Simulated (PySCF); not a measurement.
1-ethynylcyclopropane-1-carbaldehyde (C₆H₆O), SMILES C1CC1(C#C)C=O.

Geometry: ωB97X-D3(BJ)/def2-SVP. Other conformers were not sampled.

Method: PBE/def2-TZVP run with PySCF.

Symmetry labels are those of the subgroup Cs that the program uses (full group Cs).

Question: List the valence orbital energies around the gap with their symmetry. (The exact figures need the calculation; the answer reports its results.)

Answer: 
```json
[
 {"orbital": "HOMO−7", "symmetry": "A\"", "energy (eV)": "-10.34"},
 {"orbital": "HOMO−6", "symmetry": "A'", "energy (eV)": "-10.30"},
 {"orbital": "HOMO−5", "symmetry": "A\"", "energy (eV)": "-9.35"},
 {"orbital": "HOMO−4", "symmetry": "A'", "energy (eV)": "-8.46"},
 {"orbital": "HOMO−3", "symmetry": "A\"", "energy (eV)": "-8.46"},
 {"orbital": "HOMO−2", "symmetry": "A'", "energy (eV)": "-7.12"},
 {"orbital": "HOMO−1", "symmetry": "A\"", "energy (eV)": "-6.45"},
 {"orbital": "HOMO", "symmetry": "A'", "energy (eV)": "-6.11"},
 {"orbital": "LUMO", "symmetry": "A\"", "energy (eV)": "-2.19"},
 {"orbital": "LUMO+1", "symmetry": "A'", "energy (eV)": "-0.38"},
 {"orbital": "LUMO+2", "symmetry": "A\"", "energy (eV)": "-0.20"},
 {"orbital": "LUMO+3", "symmetry": "A'", "energy (eV)": "0.68"}
]
```
